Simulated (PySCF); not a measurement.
Constitutional and geometric isomers with formula CH2B2O. All species are isolated molecules in the gas phase. One relaxed conformer stands for each flexible species; it need not be the lowest. Strings in code marks are SMILES.

The HOMO–LUMO gap from two functionals at the same geometries (r2SCAN-D4/def2-TZVP), both in PySCF: PBE-D3(BJ)/def2-TZVP and r2SCAN-D4/def2-TZVP. 

| species | PBE-D3(BJ)/def2-TZVP (eV) |
|---|---|
| `[H]/B=C1\BO1` | 2.10 |
| `O=B/C=B\[H]` | 3.33 |
| `B1C(B=1)O` (H–O–C–B torsion 133°) | 1.42 |
| `OB1B=C1` | 3.55 |
| `B(O)=C=B` | 3.90 |
| `O=BB=C` | 2.44 |
| `OC1=BB1` | 3.05 |
| `C1B2OB12` | 2.62 |
| `BB=C=O` | 0.47 |

Question: What does r2SCAN-D4/def2-TZVP give for each?

Answer: 
- `[H]/B=C1\BO1`: 2.58
- `O=B/C=B\[H]`: 3.91
- `B1C(B=1)O` (H–O–C–B torsion 133°): 1.66
- `OB1B=C1`: 3.95
- `B(O)=C=B`: 4.37
- `O=BB=C`: 2.89
- `OC1=BB1`: 3.40
- `C1B2OB12`: 2.85
- `BB=C=O`: 0.80
Over these rows, drawn at random from the members with no instability flagged (it was tested for open shells, ions and some series alone), PBE minus r2SCAN-D4: mean -0.39 eV, from -0.59 eV to -0.23 eV.
